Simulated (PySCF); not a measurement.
CH6AlNO2, SMILES C[O][Al]([NH2])[OH]. Atoms are numbered in the order given.

```xyz
11

Al     0.0762     0.2635     0.4195
O      1.3570    -0.6374     1.0823
H      1.8159    -0.4735     1.9052
O     -0.5731    -0.2351    -1.0608
C     -0.3503    -1.2515    -1.9768
H     -0.0804    -0.8380    -2.9661
H      0.4618    -1.9387    -1.6733
H     -1.2623    -1.8602    -2.1187
N     -0.6237     1.6925     1.1795
H     -0.3423     2.1062     2.0590
H     -1.3869     2.2202     0.7727
```
Charge 0, spin multiplicity 1.

Geometry optimised at PBE0-D3(BJ)/def2-SVP. The structure was generated by enumeration; whether it is a known compound was not checked. Other conformers were not sampled.

Computed with M06-2X/def2-TZVP (PySCF).

Isolated molecule, no solvent.

Computed frontier levels, gap, dipole moment and polarisability:
```
Item                                                                                                            Value
---------------------------------------------------------------------------------------------  ----------------------
highest occupied level                                                                                       -8.76 eV
lowest empty level                                                                                            0.43 eV
orbital gap                                                                                                   9.18 eV
dipole moment                                                                                                  1.70 D
quadrupole, principal values (traceless, Buckingham form, about the centre of nuclear charge)  -3.77, -3.74, 7.51 D·Å
mean static polarisability                                                                       47.7 bohr³ (7.06 Å³)
polarisability, principal values                                                               40.8, 46.7, 55.5 bohr³
```
